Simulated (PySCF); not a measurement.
**Frontier orbitals and the lowest excitations**

Compound: Ge(vinyl)H3, C₂H₆Ge.
Structure used (PBE0-D3(BJ)/def2-SVP), in Å, numbered top down from 1:
```
atom  x, y, z in Å
Ge1   -0.1791    0.3189   -1.2824
C2    -0.1966    0.3098    0.6635
C3     0.3717   -0.6381    1.4131
H4    -0.7079    1.1393    1.1674
H5     0.8991   -1.4940    0.9762
H6     0.3385   -0.6058    2.5081
H7     1.2685    0.3163   -1.8102
H8    -0.8968    1.5796   -1.7975
H9    -0.8974   -0.9260   -1.8381
```

Computed with TDDFT CAM-B3LYP/def2-SVPD, vertical, gas phase, core orbitals frozen in the response in PySCF. Relativistic effects, spin–orbit coupling among them, are left out although an element past zinc is present.

Kohn–Sham orbitals with the atoms that hold most of them (Löwdin shares over 4%, at most four atoms; ? is withheld):

```csv
orbital,ε (eV),atoms
HOMO-3,-11.15,"Ge1 38%, H9 21%, H7 20%, C2 10%"
HOMO-2,-10.81,"Ge1 41%, H8 34%, H7 9%, H9 8%"
HOMO-1,-10.17,?
HOMO,-9.21,"C3 36%, C2 36%, Ge1 9%, H9 5%"
LUMO,?,?
LUMO+1,1.05,"Ge1 55%, H8 10%, H9 8%, H7 8%"
LUMO+2,1.59,"Ge1 30%, C2 15%, C3 13%, H7 10%"
```

Q: Give the leading atoms of the LUMO.

A: C2 (bonded to C, Ge and H) 30%; C3 (bonded to C and 2 H) 30%; Ge1 (bonded to C and 3 H) 18%; H5 (bonded to C) 5%. By element: carbon 61%, germanium 18%, hydrogen 5% or more.

Q: Which atoms hold the HOMO-1, and with what shares?

A: C2 (bonded to C, Ge and H) 33%; Ge1 (bonded to C and 3 H) 22%; C3 (bonded to C and 2 H) 15%; H4 (bonded to C) 8%. By element: carbon 48%, germanium 22%, hydrogen 8% or more.

Q: What is the LUMO energy, and the HOMO–LUMO gap?

A: ε(LUMO) = 0.54 eV; the gap is 9.75 eV (0.3582 hartree).

Q: How does S1 compare with the orbital gap of 9.75 eV?

A: S1 is at 6.62 eV (f = 0.0016), 3.12 eV below the gap, made of HOMO-1→LUMO (96%). Its leading pair isn't HOMO and LUMO; the energies of that pair differ by 10.70 eV. Without the coupling terms of the response equations the lowest excitation would equal the gap.

Q: One configuration dominates each of S1, S2 and S7. Which, and how do the shares of the two leading atoms of either orbital change from the occupied to the empty one?

A: 
- S1 (6.62 eV, f 0.0016), HOMO-1→LUMO (96%): C2 33% → 30%, Ge1 22% → 18%, C3 15% → 30%
- S2 (6.96 eV, f 0.308), HOMO→LUMO (97%): C3 36% → 30%, C2 36% → 30%
- S7 (8.33 eV, f 0.0011), HOMO-1→LUMO+1 (76%): C2 33% → at most 8%, Ge1 22% → 55%, H8 at most 9% → 10%

Löwdin shares depend on the basis, the more so with diffuse functions.

One conformer stands for the species.
